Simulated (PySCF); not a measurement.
Job file and geometry (Å, from GFN2-xTB) of an NMR shielding run on SMILES C=CC/C=C\B(O)O, C5H9BO2, GIAO PBE0/pcSseg-1 NMR shielding, non-relativistic, gas phase in PySCF 2.14.0, density-fitted response routines; density fitting, a coarse starting grid and PySCF grid level 2 are the driver's defaults:

```
$ OMP_NUM_THREADS=1 python probes_run.py task.json out

{"job": {"kind": "nmr", "xc": "PBE0", "basis": "pcSseg-1"}, "charge": 0, "multiplicity": 1}
C      2.438626    -1.505498     0.036194
C      2.151813    -0.218285     0.041523
C      0.883537     0.364451    -0.505504
C      0.218168     1.224050     0.519775
C     -1.028961     1.085625     0.964677
B     -2.112688     0.023663     0.555249
O     -1.896954    -0.909067    -0.401218
O     -3.338543     0.003581     1.161979
H      1.757883    -2.231461    -0.376418
H      3.362591    -1.888483     0.436080
H      2.848756     0.496010     0.463335
H      0.206913    -0.421195    -0.833009
H      1.137980     0.995983    -1.365201
H      0.847814     2.014442     0.917754
H     -1.349578     1.800562     1.718997
H     -2.651021    -1.486229    -0.531502
H     -3.483333     0.663881     1.836841
```

**Question.** What does the program print?

**Answer.** 
```
coarse grid: 14272 points
cycle   1  E = -370.6234514310  dE =  1.076e+00  |g| = 8.975e-01  |ddm| = 3.605e+00
cycle   2  E = -370.5193967917  dE =  1.041e-01  |g| = 1.192e+00  |ddm| = 1.452e+00
cycle   3  E = -370.7762718157  dE = -2.569e-01  |g| = 1.003e-01  |ddm| = 8.949e-01
cycle   4  E = -370.7783355178  dE = -2.064e-03  |g| = 3.730e-02  |ddm| = 1.112e-01
cycle   5  E = -370.7786306863  dE = -2.952e-04  |g| = 1.726e-02  |ddm| = 4.061e-02
cycle   6  E = -370.7787018149  dE = -7.113e-05  |g| = 3.834e-03  |ddm| = 1.540e-02
cycle   7  E = -370.7787054087  dE = -3.594e-06  |g| = 6.273e-04  |ddm| = 3.696e-03
final grid: 138016 points
cycle   8  E = -370.8447289013  dE = -4.151e-05  |g| = 9.488e-03  |ddm| = 2.635e-02
cycle   9  E = -370.8447175480  dE =  1.135e-05  |g| = 1.231e-02  |ddm| = 1.598e-02
cycle  10  E = -370.8447488910  dE = -3.134e-05  |g| = 1.233e-03  |ddm| = 9.059e-03
cycle  11  E = -370.8447492066  dE = -3.156e-07  |g| = 2.257e-04  |ddm| = 1.003e-03
cycle  12  E = -370.8447492126  dE = -6.022e-09  |g| = 1.615e-04  |ddm| = 2.787e-04
cycle  13  E = -370.8447492191  dE = -6.486e-09  |g| = 2.330e-05  |ddm| = 1.428e-04
cycle  14  E = -370.8447492192  dE = -1.220e-10  |g| = 8.319e-06  |ddm| = 2.655e-05
converged SCF energy = -370.8447492192

GIAO shielding tensors (ppm)
atom      isotropic    diamagn.    paramagn.     s11        s22        s33       span
  0 C       65.627     253.755    -188.128    -45.412     83.609    158.684    204.096
  1 C       41.927     257.941    -216.013    -78.671     50.220    154.232    232.903
  2 C      143.457     248.100    -104.643    126.259    145.752    158.359     32.100
  3 C       22.679     258.582    -235.903   -102.830     21.505    149.362    252.192
  4 C       62.382     258.664    -196.282    -41.283     69.066    159.364    200.647
  5 B       74.840     194.185    -119.346     64.197     67.668     92.654     28.457
  6 O      221.402     390.184    -168.782    132.612    255.890    275.704    143.092
  7 O      209.031     385.064    -176.033    106.769    254.000    266.324    159.555
  8 H       26.219      32.257      -6.038     23.339     25.405     29.912      6.574
  9 H       26.446      28.136      -1.691     23.816     25.387     30.134      6.317
 10 H       25.617      30.981      -5.365     23.681     25.012     28.157      4.476
 11 H       26.999      33.321      -6.323     21.872     26.657     32.467     10.595
 12 H       28.834      30.880      -2.046     25.522     27.346     33.633      8.111
 13 H       24.808      32.421      -7.612     22.457     23.712     28.256      5.800
 14 H       26.455      32.275      -5.820     24.559     24.959     29.846      5.287
 15 H       27.558      30.022      -2.465     21.628     23.972     37.073     15.445
 16 H       27.768      31.066      -3.297     21.887     24.502     36.916     15.029
```

Size and cost of the density-fitted run: 181 basis functions, 70 s wall time on 1 thread of an Intel Xeon, shared host; peak memory 0.82 GiB.
